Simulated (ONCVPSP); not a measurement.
What one change does to a pseudopotential (Sr (Z = 38), ONCV)

* Element: Sr (Z = 38)
* Generator: ONCVPSP 4.0.1
* Type: optimised norm-conserving Vanderbilt (ONCV)
* Functional: PBEsol
* Relativity: scalar-relativistic
* Frozen core: [Kr]
* Valence charge: 2
* Reference configuration: 5s2
* Partial waves: 5s: rc 3.70 bohr, ncon 4, nbas 8, qcut 2.2 1/bohr, 1 projector; p scattering state at 0.31 Ha: rc 3.80 bohr, ncon 4, nbas 8, qcut 2.4 1/bohr, 2 projectors, debl 1.3 Ha; d scattering state at 0.23 Ha: rc 3.25 bohr, ncon 3, nbas 7, qcut 3.5 1/bohr, 2 projectors, debl 1.7 Ha; f scattering state at 0.27 Ha: rc 2.95 bohr, ncon 4, nbas 7, qcut 4 1/bohr, 2 projectors, debl 0.4 Ha
* Local potential: polynomial inside 2.75 bohr (lpopt 5, dvloc0 4 Ha)
* Core correction: Teter function, fcfact 4, rcfact 1.45

In the p channel the program set the typed energies aside and used 0.050, 1.350 Ha. In the d channel the program set the typed energies aside and used -0.047, 1.653 Ha.

All-electron outer shells of the reference configuration (PBEsol, scalar-relativistic, ld1.x):

```json
{"shell": "5s", "level (eV)": "-3.54", "outermost node (bohr)": "1.65", "outermost maximum (bohr)": "3.67"}
```

Change: s: qcut 1.8; p: qcut 1.9; d: qcut 2.8; f: qcut 3.2.

Cutoffs: the cutoffs (Ha) at which the residual kinetic energy of the hardest occupied pseudo-wave falls to 1 and 0.1 mHa per electron; they do not see the model core or the augmentation charge, which bear on the density cutoff. Errors are all-electron minus pseudo energies relative to the spin-unpolarised reference configuration.

Q: Predict the effect on cutoff, ghosts and configuration errors.

A: The potential gets neither clearly harder nor softer (1.5 Ha and 2.3 Ha → 1.5 Ha and 4.3 Ha); a bound ghost appears in p, which as a rule spoils a file; of the 4 tests that both files solve, the error grows in 1 and shrinks in 0 by more than 15 % and 0.3 meV (median size 9.9 → 12.3 meV).

| quantity | base | changed |
| --- | --- | --- |
| cutoff, loose | 1.5 Ha | 1.5 Ha |
| cutoff, tight | 2.3 Ha | 4.3 Ha |
| bound ghosts | none | p |
| GHOST(+) flags under 300 eV | p at 190.9 eV, s at 232.9 eV | s at 120.2 eV |
| error for 5s1, meV [ΔE 5.90 eV] | -39 | -40 |
| error for 5s1.5, meV [ΔE 2.35 eV] | -6.1 | -6.3 |
| error for 5s1 5p1, meV [ΔE 2.31 eV] | -14 | -15 |
| error for 4d0.5 5s1.5, meV [ΔE 1.15 eV] | +4.7 | +9.4 |
| s: phases at 3.76 bohr within 0.05 rad from the reference energy up to (Ha; the scan ends near 5) | 1.0 | 0.9 |
| p: phases at 3.85 bohr within 0.05 rad from the reference energy up to (Ha; the scan ends near 5) | 3.4 | 3.4 |
| d: phases at 3.29 bohr within 0.05 rad from the reference energy up to (Ha; the scan ends near 5) | 0.6 | 0.6 |
| f: phases at 2.99 bohr within 0.05 rad from the reference energy up to (Ha; the scan ends near 5) | 2.0 | 2.0 |
| rms error of d²Exc/dni dnj with the model core, mHa | 2.80 | 2.92 |

Base: The cutoffs count occupied waves only; projector 2 of the d channel, the hardest unoccupied one, needs 18 Ha at the loose tolerance. Changed file: The cutoffs count occupied waves only; projector 2 of the d channel, the hardest unoccupied one, needs 24 Ha at the loose tolerance. A true bound ghost makes a file unfit for plane-wave use even where its test errors are small: the radial tests pick states by their node count and pass the ghost by.
